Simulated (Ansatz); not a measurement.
Reactions of `C#[C][AlH2]`.

Isolated molecules relaxed with PBE0-D4/def2-TZVP in Ansatz; ΔE leaves out vibrations. CCSD(T)/CBS is the MP2 limit (def2-TZVPP, def2-QZVPP) plus CCSD(T) − MP2 in def2-TZVPP, frozen cores. This one scheme is used for every species. Functionals use def2-TZVPP. B3LYP here is the variant with VWN-RPA as its local correlation; programs differ in this. For Ga, Se outer-core shells are correlated without core-valence functions, which leaves a few kJ/mol of doubt a bond. Scalar relativity is left out up to krypton. Each species was taken in one conformer, which may not be the lowest.

```tsv
reaction	B3LYP-D4 (kJ/mol)	CCSD(T)/CBS(def2) (kJ/mol)
`C#[C][AlH2]` + `[CH3][GaH2]` → `C#[C][GaH][CH3]` + `[AlH3]`	21	17
`C#[C][AlH2]` + `NCS` → `[AlH2][NH]CS` + acetylene	-47	-43
`C#[C][AlH2]` + `C[SeH]` → `C[Se][AlH2]` + acetylene	-57	-61
`C#[C][AlH2]` + `N[SiH2][SiH3]` → `[AlH2][NH][SiH2][SiH3]` + acetylene	-47	-47
`C#[C][AlH2]` + `C=C=N` → `C#CN=C=C` + `[AlH3]`	116	136
`C#[C][AlH2]` + `[AlH2][SH]` → `[AlH2][S][AlH2]` + acetylene	-57	-61
```

Largest T1 diagnostic: 0.015, for `C#CN=C=C`.
